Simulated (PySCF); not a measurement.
Bonds: Al1-F2 1.655 Å, Al1-S3 2.165 Å, Al1-S9 2.165 Å, S3-Al4 2.165 Å, Al4-F5 1.656 Å, Al4-S6 2.167 Å, S6-Al7 2.164 Å, Al7-F8 1.656 Å, Al7-S9 2.165 Å.

Geometry: PBE0-D3(BJ)/def2-SVP; GIAO shifts from PySCF, gas phase, non-relativistic, averaged over equivalent atoms.

At B3LYP/pcSseg-1 (pcSseg-2 on Al) (252 basis functions, 45 s wall time on 1 thread of an Arm Neoverse V1, shared host):
```
      atoms  δ (ppm)
Al1/Al4/Al7    178.7
   F2/F5/F8   -128.6
   S3/S6/S9   -240.3
```

Chemical shifts δ = σref − σ; ²⁷Al (σ = 571.15 ppm) vs [Al(H2O)6]3+; ¹⁹F (σ = 171.94 ppm) vs CFCl3; ³³S (σ = 485.41 ppm) vs CS2, all at this level.

Task: Estimate the result of repeating the calculation with PBE/pcSseg-1 (pcSseg-2 on Al).

Result: 
| atoms | δ at PBE/pcSseg-1 (pcSseg-2 on Al) | change |
| --- | --- | --- |
| Al1/Al4/Al7 | 171.0 | -7.7 |
| F2/F5/F8 | -135.5 | -6.9 |
| S3/S6/S9 | -214.9 | +25.4 |

Chemical shifts δ = σref − σ; ²⁷Al (560.82 ppm) vs [Al(H2O)6]3+; ¹⁹F (144.73 ppm) vs CFCl3; ³³S (490.84 ppm) vs CS2, all at this level.

The largest change is at S3/S6/S9 (sulfur bonded to 2 Al). Cost: 252 basis functions, 50 s wall time on 1 thread of an Arm Neoverse V1, shared host.

Unscaled 19F shifts against computed CFCl3 carry errors that often reach 10 to 50 ppm.
